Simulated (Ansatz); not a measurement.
**Scan of the Al2–N1–H4 angle**

AlNH₃I (SMILES [NH2][AlH][I]), singlet, at its PBE0-D4/def2-TZVP minimum:

N1  (-0.623, 0.300, -0.755)
Al2  (0.398, 0.002, 0.644)
I3  (1.578, -2.171, 0.745)
H4  (-1.150, 1.145, -0.905)
H5  (-0.761, -0.347, -1.514)
H6  (0.557, 1.071, 1.786)
(Å)

The angle Al2–N1–H4 (124.4° at the minimum) is set to the values below, Al2, with anything bonded beyond it, turning rigidly in the plane of the angle. Each method's energies count from its own value at the PBE0-D4 minimum structure. Ansatz 0.2.0; basis: def2-TZVPP; cores frozen in the correlated methods. Filled d shells of the heavier atoms are correlated. Core potentials replace the inner electrons of the atoms past krypton. The def2 sets are not built for correlating such inner shells, so the correlated values are less sure here. B3LYP uses VWN-RPA correlation.

CCSD(T) energies along the scan:
| angle (°) | CCSD(T) (eV) |
| --- | --- |
| 100.4 | 0.222 |
| 106.4 | 0.126 |
| 112.4 | 0.056 |
| 118.4 | 0.014 |
| 124.4 | 0.000 |
| 130.4 | 0.014 |
| 136.4 | 0.056 |
| 142.4 | 0.126 |
| 148.4 | 0.224 |
They count from the CCSD(T) energy at the PBE0-D4 minimum.

Minimum and curvature along this coordinate at CCSD(T): A fifth-order fit through the nearest points gives 124.5°, with a curvature of about 0.78 meV/deg².

Largest difference from the CCSD(T) curve over the scan: r2SCAN-D4 0.003; PBE0-D4 0.002; B3LYP-D4 0.009; HF 0.038 eV. Each curve counts from its own value at the minimum.

No T1 diagnostic of these runs exceeds 0.009.

For scale, one of the runs: CCSD(T)/def2-TZVPP, 165 basis functions (an equivalent command: `ansatz run in.yaml --threads 2`). Time: 20 s of wall clock on 2 CPU threads; the host was shared. Peak host memory: 1.5 GiB.
